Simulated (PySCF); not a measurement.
Se⁺ (selenium, charge +1): UHF calculation

Configuration: [Ar] 3d10 4s2 4p3, high-spin 4S determinant. All numbers are calculated (PySCF 2.14, scalar relativity by spin-free X2C-1e, in x2c-TZVPPall with one added diffuse shell each of s, p, d type (7s6p5d1f, 57 functions)).

```
Total energy                        : -2427.753139 hartree
One-electron energy                 : -3366.6683 hartree
Hartree (Coulomb) energy            : 1025.6169 hartree
Exchange energy                     : -86.7018 hartree
⟨S²⟩                                : 3.7509
⟨L²⟩                                : 0.000
Sum of ⟨r⟩                          : 22.30 bohr
Sum of ⟨r²⟩                         : 30.91 bohr²
Langevin diamagnetic susceptibility : -24.5 ×10⁻⁶ cm³/mol
```

```json
{"shell": "1s α", "electrons": "1", "mean orbital energy (hartree)": "-468.47401", "rms radius, mean of both spins (bohr)": "0.0508"}
{"shell": "1s β", "electrons": "1", "mean orbital energy (hartree)": "-468.46220", "rms radius, mean of both spins (bohr)": "0.0508"}
{"shell": "2s α", "electrons": "1", "mean orbital energy (hartree)": "-62.72304", "rms radius, mean of both spins (bohr)": "0.212"}
{"shell": "2s β", "electrons": "1", "mean orbital energy (hartree)": "-62.71756", "rms radius, mean of both spins (bohr)": "0.212"}
{"shell": "2p α", "electrons": "3", "mean orbital energy (hartree)": "-55.03850", "rms radius, mean of both spins (bohr)": "0.189"}
{"shell": "2p β", "electrons": "3", "mean orbital energy (hartree)": "-55.02575", "rms radius, mean of both spins (bohr)": "0.189"}
{"shell": "3s α", "electrons": "1", "mean orbital energy (hartree)": "-9.60507", "rms radius, mean of both spins (bohr)": "0.612"}
{"shell": "3s β", "electrons": "1", "mean orbital energy (hartree)": "-9.58265", "rms radius, mean of both spins (bohr)": "0.612"}
{"shell": "3p α", "electrons": "3", "mean orbital energy (hartree)": "-7.11596", "rms radius, mean of both spins (bohr)": "0.636"}
{"shell": "3p β", "electrons": "3", "mean orbital energy (hartree)": "-7.08563", "rms radius, mean of both spins (bohr)": "0.636"}
{"shell": "3d α", "electrons": "5", "mean orbital energy (hartree)": "-2.98069", "rms radius, mean of both spins (bohr)": "0.695"}
{"shell": "3d β", "electrons": "5", "mean orbital energy (hartree)": "-2.96541", "rms radius, mean of both spins (bohr)": "0.695"}
{"shell": "4s α", "electrons": "1", "mean orbital energy (hartree)": "-1.34623", "rms radius, mean of both spins (bohr)": "1.91"}
{"shell": "4s β", "electrons": "1", "mean orbital energy (hartree)": "-1.03666", "rms radius, mean of both spins (bohr)": "1.91"}
{"shell": "4p α", "electrons": "3", "mean orbital energy (hartree)": "-0.78744", "rms radius, mean of both spins (bohr)": "2.26"}
```

Densities and radii are taken from the X2C orbitals without a picture-change correction, which distorts them close to the nucleus.

Spin-orbit constants ζ (cm⁻¹) from the X2C one-electron operator on these orbitals: bare nucleus, nucleus screened by l(l+1)(2l+1)/3 electrons, and screened by the Breit-Pauli mean field of the electrons.

```tsv
shell	bare	screened nucleus	mean field
2p	230900	217300	211000
3p	32520	30610	29560
3d	3876	2736	2544
4p	2298	2163	2075
```
